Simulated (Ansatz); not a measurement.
One geometry of the cluster Be₅, several levels of theory.

```yaml
crystal:
  periodic: [false, false, false]
  atoms:
    - {symbol: Be, position_ang: [-0.144108, 0.098992, 1.121471]}
    - {symbol: Be, position_ang: [1.178545, 0.300199, -0.417828]}
    - {symbol: Be, position_ang: [0.475766, -1.576328, 0.167213]}
    - {symbol: Be, position_ang: [-0.467289, 1.570682, -0.231766]}
    - {symbol: Be, position_ang: [-1.042926, -0.393554, -0.639092]}
basis:
  gaussian: {orbitals: def2-TZVP, initial_orbitals: start.molden}
magnetization: {spin_polarized: true, initial_magnetization: 4}
hamiltonian: {xc: {name: BLYP}}
scf: {omitted_lower_state_checks: [starts]}
output: {orbitals: {seedname: orbitals}}
```

The file start.molden holds the orbitals of an earlier run on this structure, at another level or in another basis.

```sh
$ ansatz run in.yaml --threads 4 --pin off --events-out ev --progress --plain --max-ram 3916MiB
```

Output, abridged:

```
Functional definition: BLYP
705 factors; their error is unknown
mean field evaluation 1: about -1998.0960 eV, gradient 4.5e0 eV
mean field evaluation 2: about -1998.1856 eV, gradient 1.3e-1 eV
mean field evaluation 4: about -1998.1704 eV, gradient 3.6e-3 eV
mean field evaluation 8: about -1998.1704 eV, gradient 2.2e-5 eV
mean field -1998.17039424 eV, -73.4314075797 hartree, gradient 2.2e-5 eV, S^2 6.011909; 0 other end points of the search recorded, 0 dependent functions left out
reference -1998.17068326 eV, -73.4314182010 hartree; 12, 8 occupied and 83, 87 virtual orbitals, 705 factors
Total energy: -1998.17068326 eV, -73.4314182010 hartree
Checks for a lower state left out: starts
```

It took 1.3 s on 4 threads of Arm Neoverse V2 on a shared host.

First input, but with `hamiltonian: {xc: {name: B3LYP}}` (abridged; 1.5 s):

```
Functional definition: B3LYP
mean field -1999.85629167 eV, -73.4933631675 hartree, gradient 1.7e-5 eV, S^2 6.018018
Total energy: -1999.85650936 eV, -73.4933711674 hartree
Checks for a lower state left out: starts
```

The first input with `hamiltonian: {xc: pbe0}` and without the key `scf` (abridged; 2.3 s):

```
Functional definition: PBE0
mean field evaluation 16: about -1996.2143 eV, gradient 1.2e-1 eV
mean field evaluation 32: about -1996.0918 eV, gradient 6.6e-1 eV
mean field -1996.21491608 eV, -73.3595450829 hartree, gradient 1.5e-5 eV, S^2 6.034116; 6 other end points of the search recorded, 0 dependent functions left out
Total energy: -1996.21495139 eV, -73.3595463803 hartree
```

As the first input, with `hamiltonian: {xc: hse06}` (abridged; 1.5 s):

```
Functional definition: HSE06
mean field -1996.02015363 eV, -73.3523876949 hartree, gradient 2.0e-5 eV, S^2 6.032554
Total energy: -1996.02020067 eV, -73.3523894236 hartree
Checks for a lower state left out: starts
```

First input, but with `hamiltonian: {xc: {name: wB97M-V}}` (abridged; 9.5 s):

```
Functional definition: wB97M-V
mean field -1997.59237482 eV, -73.4101657577 hartree, gradient 2.7e-5 eV, S^2 6.007685
Total energy: -1997.59241995 eV, -73.4101674162 hartree
Checks for a lower state left out: starts
```

Geometry: PBE/def2-TZVP.

B3LYP takes the VWN-RPA correlation. HSE06 is defined as in plane-wave codes, on full-range PBE exchange. At PBE0/def2-TZVP a broken-symmetry singlet of charge 0 lies 1.60 eV below the quintet, each at its own geometry. The structure comes from a short search, and lower isomers may exist.
